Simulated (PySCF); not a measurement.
# How the method changes the shape and vibrations of Al2CH3O

These are calculations, not measurements. The program is PySCF 2.14.0, an open-source quantum chemistry code, run on an isolated molecule that a program drew, which may never have been made. The molecule is Al2CH3O (charge 0, doublet), drawn as the SMILES string `[O]=[Al][CH][AlH2]`.

The geometry was optimised and harmonic frequencies were computed with HF and MP2, all in the cc-pV(D+d)Z basis, for the commonest isotopes, with a restricted reference for singlets and an unrestricted one otherwise, and a frozen core in MP2. Each result is a local minimum of its method.

Geometry at the HF minimum:
```xyz
7
Al2CH3O, angstrom
O     1.3639    1.4248   -1.6492
Al    0.7810    1.1517   -0.2117
C     0.0747    0.8301    1.5428
Al    0.0920    1.9747    3.1328
H    -0.4069   -0.1471    1.6498
H    -0.5734    1.4670    4.4674
H     0.7833    3.3869    3.0162
```

Lengths of the bonds as drawn, in Å (atoms numbered as above):
| bond | HF | MP2 |
|---|---|---|
| O1-Al2 | 1.575 | 1.631 |
| Al2-C3 | 1.918 | 1.934 |
| C3-Al4 | 1.959 | 1.960 |
| C3-H5 | 1.095 | 1.105 |
| Al4-H6 | 1.575 | 1.577 |
| Al4-H7 | 1.577 | 1.577 |

Rotational constants, in GHz:
| constant | HF | MP2 |
|---|---|---|
| A | 27.14 | 25.39 |
| B | 1.583 | 1.572 |
| C | 1.496 | 1.48 |

Harmonic frequencies in cm^-1, each column in rising order, so a row needn't be the same motion in every method:
| rank | HF | MP2 |
|---|---|---|
| 1 | 88 | 82 |
| 2 | 100 | 90 |
| 3 | 217 | 183 |
| 4 | 239 | 206 |
| 5 | 456 | 444 |
| 6 | 472 | 456 |
| 7 | 622 | 597 |
| 8 | 648 | 622 |
| 9 | 782 | 752 |
| 10 | 842 | 809 |
| 11 | 1011 | 940 |
| 12 | 1213 | ? |
| 13 | 2007 | 1980 |
| 14 | 2011 | 1990 |
| 15 | 3231 | 3153 |

**Estimate the missing MP2 frequency from the HF column.**

A single factor s that minimises the squared misfit of MP2 against s times HF over the other rows is sum(HF x MP2) / sum(HF^2) = 0.9760, with an rms misfit of 20 cm^-1. For rank 12 it gives 0.9760 x 1213 = 1184 cm^-1. The calculation gives 1065 cm^-1, 119 cm^-1 below the estimate. The drawn bonds are on average 0.9 % longer in MP2 than in HF.
